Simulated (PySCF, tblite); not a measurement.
Isomers of C4H9FS2Si, one GFN2-xTB conformer each. Single-point energies are computed at PBE0/pcSseg-1 (PySCF, gas phase, no added dispersion term), electronic only.

Problem. Rank them by PBE0/pcSseg-1 energy, lowest first (kcal/mol).
A. `[CH3:1][CH2:2][C@@H:3]1[CH2:4][S:5][Si@@H:6]([F:7])[S:8]1` with C1–C2–C3–C4 -176°, C2–C3–C4–S5 -65°, C3–C4–S5–Si6 -38°, C4–S5–Si6–F7 -110°, S5–Si6–S8–C3 18°
B. `[CH3:1][C@@H:2]([F:3])[C@H:4]1[CH2:5][S:6][SiH2:7][S:8]1` with C1–C2–C4–C5 -56°, C2–C4–C5–S6 -177°, C4–C5–S6–Si7 -44°, C5–S6–Si7–S8 14°, S6–Si7–S8–C4 11°

Solution. A (0.0), B (45.8).

As drawn, the lower has an Si–F bond, which the higher lacks. GFN2-xTB itself gives, in the same order: 0.0, 35.1. Both levels put the same isomer lowest.

Problem. Which frontier levels, dipoles and rotational constants go with these structures?

Solution. 
| SMILES | HOMO (eV, PBE0/pcSseg-1) | LUMO (eV) | dipole (D) | A, B, C (MHz) |
| --- | --- | --- | --- | --- |
| CC[C@@H]1CS[Si@@H](F)S1 | -7.27 | -0.46 | 2.99 | 1816, 965.4, 764.1 |
| C[C@@H](F)[C@H]1CS[SiH2]S1 | -7.19 | -0.50 | 1.29 | 2057, 827.6, 662.8 |

Problem. What happens when harmonic zero-point energies from GFN2-xTB frequencies are added?

Solution. 
```json
{"SMILES": "CC[C@@H]1CS[Si@@H](F)S1", "ZPE (kcal/mol)": "79.0", "electronic (kcal/mol)": "0.0", "with ZPE (kcal/mol)": "0.0"}
{"SMILES": "C[C@@H](F)[C@H]1CS[SiH2]S1", "ZPE (kcal/mol)": "76.9", "electronic (kcal/mol)": "45.8", "with ZPE (kcal/mol)": "43.7"}
```

The zero-point energies span 2.1 kcal/mol. The order is unchanged.
